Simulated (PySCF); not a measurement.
Boron: a sound run and one with changed settings

Sound run: B⁺ [He] 2s2, B²⁺ [He] 2s1. All numbers are calculated (PySCF 2.14, the spin-free X2C one-electron Hamiltonian (Gaussian nucleus), in cc-pVDZ-DK (3s2p1d, 14 functions)). In the sound run the correlated levels freeze 1s2. The sound run starts from symmetry-adapted Hartree-Fock orbitals and uses a fine grid where one is needed.

Changed run: basis STO-3G, all-electron and non-relativistic. This setting is unsound on purpose.

```tsv
species	method	sound run (hartree)	changed run (hartree)	converged
B⁺	UHF	-24.24139	-23.94847	yes
B⁺	M06-L	-24.33766	-24.03015	yes
B⁺	PBE	-24.29516	-23.99710	yes
B⁺	MP2	-24.27388	-23.97788	yes
B⁺	CCSD(T)	-24.29990	-24.00944	yes
B²⁺	UHF	-23.37800	-23.09922	yes
B²⁺	M06-L	-23.44138	-23.14157	yes
B²⁺	PBE	-23.38896	-23.10330	yes
```

Ionisation energy of B⁺:

```
 method  sound run (eV)  changed run (eV)
    UHF          23.494            23.109
  M06-L          24.389            24.179
    PBE          24.659            24.322
    MP2          24.378            23.909
SCS-MP2          24.555            24.070
   CCSD          25.086            24.768
CCSD(T)          25.086            24.768
  CCSDT          25.086            24.768
    FCI          25.086            24.768
```

A minimal basis cannot let orbitals breathe on ionisation and holds almost no correlation. The Hamiltonian changed with the basis, so the totals do not compare.

For comparison, NIST gives 25.155 eV between the lowest levels.
